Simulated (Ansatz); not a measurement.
Cartesian coordinates (Å):
SMILES: C=[SiH]Cl
```xyz
6

C     -0.7283    -0.2831     0.6066
Si     0.4805     0.3194    -0.4068
Cl     1.7973    -0.8505    -1.4165
H     -1.3938     0.4086     1.1109
H     -0.8887    -1.3372     0.7916
H      0.7331     1.7428    -0.6859
```
Charge 0, multiplicity 1.

Calculation: Ansatz (a program for electronic structure) with frozen-core CCSD(T)/def2-TZVPP // PBE0-D3(BJ)/def2-TZVP. The restricted HF reference is unstable towards unrestricted orbitals.

| Item | Value |
|---|---|
| HF energy | -788.07358 Ha |
| MP2 correlation energy | -0.47426 Ha |

Question: Estimate the CCSD correlation energy, the (T) correction, the total energy and the T1 diagnostic.

Answer: 
```yaml
CCSD correlation energy: -0.51170 Ha
"(T) correction": -0.02351 Ha
CCSD(T) total energy: -788.60878 Ha
T1 diagnostic: 0.012
```
